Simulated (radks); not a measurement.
The iodine ion I29+, 24 electrons, occupied as [Ne] 3p6 3d6 4f2 (not the ground configuration). Method: scalar-relativistic Kohn-Sham, SCAN, spin-unpolarised, spherical densities, finite nucleus; meta-GGA in the generalised Kohn-Sham scheme; Fermi nuclear charge, rms radius 4.75 fm; computed with a radial shooting solver on a logarithmic mesh with Libxc functionals.

Local quantities along the radius. ELF = 1/(1 + alpha^2) is the electron localisation function; alpha = (tau - tau_W)/tau_unif compares the Pauli kinetic energy density with that of the uniform gas; s = |grad rho|/(2 (3 pi^2)^(1/3) rho^(4/3)) is the reduced gradient; -r V(r) is the screened charge that the Kohn-Sham potential presents (atomic units); 4 pi r^2 rho is in e/bohr. tau is taken from the large components.

r (bohr)    ELF    alpha       s  -r V(r)  4 pi r^2 rho
0.001731  0.999  0.02522  0.6268    52.66         4.855
0.0022    0.999  0.02640  0.5823    52.56         7.191
0.002775  0.999  0.02829  0.5516    52.43         10.38
0.003528  0.999  0.03130  0.5310    52.26         14.92
0.004485  0.999  0.03593  0.5208    52.05         20.99
0.005701  0.998  0.04308  0.5204    51.78         28.73
0.007247  0.997  0.05446  0.5302    51.45         38.00
0.009213  0.995  0.07342  0.5508    51.03         48.14
0.01171   0.989   0.1069  0.5833    50.51         57.82
0.01489   0.972   0.1700  0.6279    49.89         65.11
0.01878   0.922   0.2908  0.6782    49.19         68.10
0.02387   0.774   0.5411  0.7184    48.38         66.44
0.03035   0.510   0.9800  0.6948    47.05         62.06
0.03858   0.344    1.380  0.5501    45.92         59.96
0.04904   0.390    1.249  0.3651    44.37         64.91
0.06234   0.593   0.8287  0.3049    43.26         75.98
0.07925   0.740   0.5924  0.3745    41.36         84.03
0.1007    0.723   0.6188  0.5002    39.60         78.92
0.1271    0.501   0.9984  0.5837    37.52         63.37
0.1615    0.301    1.525  0.4605    35.81         51.13
0.2053    0.415    1.187  0.3013    33.86         50.92
0.261     0.616   0.7902  0.3945    32.85         50.83
0.3318    0.593   0.8280  0.6526    31.07         37.81
0.4218    0.293    1.552   1.025    30.38         19.29
0.5363    0.060    3.971   1.378    29.87         7.737
0.6817    0.018    7.322   1.766    29.60         3.067
0.8597    0.006    12.66   3.084    29.42         1.013
1.093     0.001    34.75   7.377    29.24        0.1704
1.389     0.000    181.8   23.67    29.09       0.01115
1.766     0.000     2151   111.1    29.02     0.0002154

On this mesh the ELF has minima near r = 0.043, 0.16 bohr, which separate the shells, and maxima near 0.089 (0.75), 0.29 (0.64).
